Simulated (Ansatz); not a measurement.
System: sum formula SiN₂H₅ (charge -1, singlet). It need not be the lowest isomer of its formula. Whether it binds its extra electron was not tested at this geometry. 
Geometry from a B3LYP-D3(BJ)/def2-TZVP (Ansatz, an electronic-structure program) optimisation:
```
Si
N 1 1.8380
H 2 1.0136 1 112.40
H 2 1.0185 3 107.39 1 -129.22
N 1 1.8380 2 107.04 3 -83.22
H 5 1.0136 1 112.40 2 83.22
H 5 1.0185 6 107.39 1 129.22
H 1 1.5458 2 93.94 3 -178.56
```
Charge -1, spin multiplicity 1.

Total electronic energies in hartree. Cores are frozen in the correlated levels unless marked. No spin-orbit coupling. Non-relativistic. Basis-set limits of correlation are two-point, X^-3; Hartree-Fock from the larger set.

```csv
level,program,energy (Eh)
HF/cc-pV(Q+d)Z,Ansatz,-400.81580
HF/cc-pV(5+d)Z,Ansatz,-400.82019
RI-HF/aug-cc-pV(T+d)Z,Ansatz,-400.80983
PBE-D4/def2-TZVPD,Ansatz + dftd4,-401.81724
BLYP-D3(BJ)/def2-TZVPD,Ansatz + dftd3,-402.06729
r2SCAN-D4/def2-TZVPD,Ansatz + dftd4,-402.00468
B3LYP-D4/def2-TZVPD,Ansatz + dftd4,-402.13443
PBE0/6-31G*,Ansatz,-401.73479
HSE06/def2-TZVPD,Ansatz,-401.82933
CAM-B3LYP/def2-TZVPD,Ansatz,-402.05452
LC-wPBE-D4/def2-TZVPD,Ansatz + dftd4,-401.94176
wB97M-V/def2-TZVPD,Ansatz,-402.02696
MP2/cc-pV(D+d)Z,Ansatz,-401.19429
MP2/cc-pV(Q+d)Z,Ansatz,-401.43470
"RI-MP2/CBS(aug-cc-pV(T+d)Z,aug-cc-pV(Q+d)Z)",Ansatz,-401.4707
SCS-MP2/6-31G,Ansatz,-400.91047
SCS-MP2/cc-pVTZ,Ansatz,-401.37232
SCS-MP2/cc-pV(Q+d)Z,Ansatz,-401.43859
CCSD/cc-pV(D+d)Z,Ansatz,-401.23268
CCSD(T)/6-31G*,Ansatz,-401.16482
CCSD(T)/aug-cc-pV(D+d)Z,Ansatz,-401.31781
CCSD(T)/cc-pV(T+d)Z,Ansatz,-401.42875
"CCSD(T)/CBS(aug-cc-pV(T+d)Z,aug-cc-pV(Q+d)Z)",Ansatz,-401.5153
```

Totals of different functionals don't rank their quality; only differences between species are comparable.
